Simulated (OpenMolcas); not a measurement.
# What dynamic correlation does to the levels of W2+

```
Program             : OpenMolcas 26.06
Basis               : ANO-R3 [9s7p6d4f3g2h]
Scalar Hamiltonian  : X2C, finite nucleus
Active space        : 4 electrons in 5 orbitals (5d)
State averaging     : 2S+1 = 5 even, 5 roots; 2S+1 = 3 even, 45 roots; 2S+1 = 1 even, 50 roots
Spin-orbit coupling : state interaction with AMFI integrals over the reference wave functions, term energies averaged over their components
```

Methods on the same reference wave functions:
A. CASSCF
B. SS-CASPT2, IPEA 0.25 Eh, imaginary shift 0.1 Eh (closed shells correlated: 5s 5p)
C. MS-CASPT2, IPEA 0.25 Eh, imaginary shift 0.1 Eh (closed shells correlated: 5s 5p)

Energies in cm-1 above 5d4 5D0, the measured ground level; measured values from NIST levels as listed in McCann et al., Mon. Not. R. Astron. Soc. 538, 537 (2025).

| Level | A | B | C | Measured |
| --- | --- | --- | --- | --- |
| 5d4 5D0 [68 %] | 0.0 | 0.0 | 0.0 | 0.0 |
| 5d4 5D1 | 1644 | 2400 | 2380 | 2256 |
| 5d4 5D2 | 3600 | 4720 | 4680 | 4461 |
| 5d4 5D3 | 5522 | 6640 | 6580 | 6278 |
| 5d4 5D4 | 7312 | 8110 | 8050 | 7687 |
| 5d4 3P0(1) [59 %] | 15060 | 11850 | 11780 | 9904 |
| 5d4 3H4 [59 %] | 16304 | 14520 | 14440 | 13701 |
| 5d4 3H5 | 19259 | 17630 | 17570 |  |
| 5d4 3G3 [56 %] | 19640 | 17040 | 16970 |  |
| 5d4 3P1(1) | 19775 | 15740 | 15620 | 12881 |
| 5d4 3F2(1) [72 %] | 20509 | 16920 | 16840 |  |
| 5d4 3H6 | 20815 | 19140 | 19080 |  |
| 5d4 3P2(1) [69 %] | 24609 | 20220 | 20030 |  |
| 5d4 3F3(1) [58 %] | 25365 | 22440 | 22420 |  |
| 5d4 3G5 | 27259 | 25040 | 24990 |  |
| 5d4 3D3 [71 %] | 28075 | 24270 | 24210 |  |
| 5d4 1I6 | 29329 | 26810 | 26760 |  |
| 5d4 3D1 | 30538 | 26860 | 26830 |  |
| 5d4 1G4(1) [56 %] | 33414 | 30320 | 30340 |  |
| 5d4 1S0(1) | 35045 | 30900 | 30590 |  |
| 5d4 1F3 [72 %] | 38770 | 32320 | 32260 |  |
| 5d4 3P2(2) | 43246 | 36000 | 36070 |  |
| 5d4 3F4(2) [73 %] | 44344 | 38190 | 38040 |  |
| 5d4 3F2(2) | 45714 | 39360 | 39380 |  |

Deviations, from unrounded energies. A percentage is the sum of absolute deviations over the sum of measured energies, with the sign that they share, or ± where signs differ.

```json
{"Against measurement": "mean absolute deviation (cm-1)", "Levels": "7", "A": "2500", "B": "970", "C": "910"}
{"Against measurement": "fine structure of the ground term (%)", "Levels": "4", "A": "-12.6", "B": "+5.7", "C": "+4.9"}
{"Against measurement": "other terms of the ground configuration (%)", "Levels": "3", "A": "+40.2", "B": "+15.4", "C": "+14.7"}
```

C lies closest to measurement on these levels and A furthest from it. The largest miss of C in the table is 5d4 3P1(1), by +2700 cm-1. The ranking rests on the paired levels alone, and a cruder setting can come out closer through cancelling errors.

Between B and C the level of the table that moves most is 5d4 1S0(1), by 310 cm-1 (lowest in C, highest in B). Moves below CASPT2's spread within the term are not significant.

The mean deviations of B to C differ by less than CASPT2's widest spread within a term (1100 cm-1), so their order carries little weight.

From A to B the spin-free energies of the other terms of 5d4 shown, above 5D, scale by factors of 0.63 to 0.81.

The lowest spin-free term lies below A's lowest term by 0.301 hartree in B, 0.301 hartree in C.

Term energies are means over components that CASPT2 splits; among the terms shown or strongly mixed into the levels shown the widest spread is 1200 cm-1 (5d4 1G(2), C). Over all roots computed the reference weight is 0.89 to 0.95 in B, 0.89 to 0.95 in C; the roots of lowest weight are the least certain, and an intruder state may touch them. Configurations with an s electron lie low in 5d ions of this charge, fall among these levels and mix in, so low-spin terms can stand far too high, up to twice their true height, and weights are not those of the real levels. The CASPT2 spread within a term exceeds the gap to the next term for 5d4 1G(1) and 5d4 1D(1), so the order of their levels is uncertain (figures for B; the like holds for C). Without dynamic correlation excited terms often stand tens of per cent too high (terms of higher spin than the ground term too low), and those without a measured partner can miss by more than the paired ones (holds for A). Some levels mix across a computed gap that differs much from the measured one, so their mixing is not that of the real levels (holds for A). Some terms miss by over 15 % even with CASPT2, which points to a basis or an active space too small for the shells correlated (holds for B; C). Measured partners are found by configuration, term and J. A level has none where our copy of the source lacks it or the pairing is in doubt (some pairs that miss far off the trend of their configuration count as doubtful), and it then counts in no deviation. Only configurations of the active space appear. Levels that lie high or do not pair safely by name in every column are left out.

A share in square brackets marks a mixed level and gives the weight of the term that names it, the lowest over the columns. A number in round brackets counts repeated terms of one configuration in the order of the reference energies.
